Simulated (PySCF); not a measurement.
**UHF on Rh³⁺ (rhodium, charge +3)**

Configuration: [Kr] 4d6, high-spin 5D determinant. Calculation: PySCF 2.14, in aug-cc-pVDZ-PP with ECP28MDF (5s5p4d2f, 54 functions); scalar relativity through the core potential.

| Item | Value |
| --- | --- |
| Total energy | -107.483979 hartree |
| One-electron energy | -172.4190 hartree |
| Hartree (Coulomb) energy | 74.7415 hartree |
| Exchange energy | -9.8065 hartree |
| ⟨S²⟩ | 6.0021 |
| ⟨L²⟩ | 6.021 |
| Sum of ⟨r⟩ | 16.76 bohr |
| Sum of ⟨r²⟩ | 23.13 bohr² |
| Traceless quadrupole moment −½Σ⟨3z² − r²⟩ along its main axis | 0.619 e·bohr² |

```csv
shell,electrons,mean orbital energy (eV),spread (eV),"rms radius, mean of both spins (bohr)"
4s α,1,-141.46,0,1.05
4s β,1,-133.29,0,1.05
4p α,3,-104.49,1.821,1.15
4p β,3,-94.376,1.281,1.15
4d α,5,-48.496,2.077,1.47
4d β,1,-43.979,0,1.47
```

Energies and moments cover only the electrons outside the core potential.
